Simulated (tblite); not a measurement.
C14H9F.
SMILES: `FC1=CC=C2C=CC3=CC=CC=C3C2=C1`

Calculated harmonic vibrations of the isolated species, GFN2-xTB (tblite), most abundant isotopes, no scaling. This tight-binding method is rough: wavenumbers can miss measured ones by several per cent, in bad cases by 10 to 20.

Harmonic wavenumbers (cm⁻¹): 66.1, 89.3, 166.8, 195.5, 221.5, 292.0, 350.4, 386.5, 388.2, 395.2, 433.9, 465.6, 478.6, 508.3, 529.2, 578.5, 593.8, 669.9, 676.2, 714.3, 738.0, 762.5, 776.9, 809.3, 847.1, 857.1, 861.8, 874.0, 910.4, 913.5, 916.4, 920.5, 928.5, 1025.5, 1093.1, 1108.8, 1151.6, 1171.6, 1173.1, 1191.0, 1220.8, 1231.8, 1250.6, 1256.7, 1284.3, 1358.6, 1364.7, 1385.8, 1415.4, 1423.5, 1441.7, 1496.2, 1526.1, 1561.5, 1595.9, 1607.7, 1613.1, 3070.8, 3073.7, 3079.3, 3083.2, 3086.2, 3090.4, 3104.0, 3109.8, 3121.4.

A = 1294, B = 441.7, C = 329.3 MHz; mass 196.069 u (most abundant isotopes); point group Cs, symmetry number 1.

What is the zero-point energy?

Half the sum of the wavenumbers: 39542 cm⁻¹ = 473.03 kJ/mol.

Give the ideal-gas entropy at 298.15 K and 1 bar in the rigid-rotor, harmonic-oscillator model (classical rotation).

Translation 174.69, rotation 133.11, vibration 119.58: S = 427.4 J/(mol K).

And Cp and H(298.15 K) − H(0)?

Cp = 198.19 J/(mol K), of which vibrations give 164.93 (their classical limit is 66 R = 548.8); H(298.15 K) − H(0) = 31.04 kJ/mol without the zero-point energy, 21.12 from vibrations.

Blend soft modes into free rotors: weight 1/[1 + (100 cm⁻¹/ν̃)⁴] for the oscillator and the rest for a rotor with moment μB/(μ + B), μ = h/(8π²ν), B = 10⁻⁴⁴ kg m². What vibrational entropy results?

114.32 J/(mol K) in place of 119.58, which changes −T·S at 298.15 K by +1.57 kJ/mol.

What must be added to the electronic energy to get the Gibbs energy at 298.15 K and 1 bar?

ZPE + [H(298.15 K) − H(0)] − T·S = 473.03 + 31.04 − 127.42 = 376.65 kJ/mol.

Which modes carry the vibrational entropy at 298.15 K?

66.1 cm⁻¹: 17.85; 89.3 cm⁻¹: 15.38; 166.8 cm⁻¹: 10.34; 195.5 cm⁻¹: 9.10; 221.5 cm⁻¹: 8.15; 292.0 cm⁻¹: 6.12 J/(mol K); the other 60 give 52.65 together.

Hindered rotation and anharmonicity are outside this model.
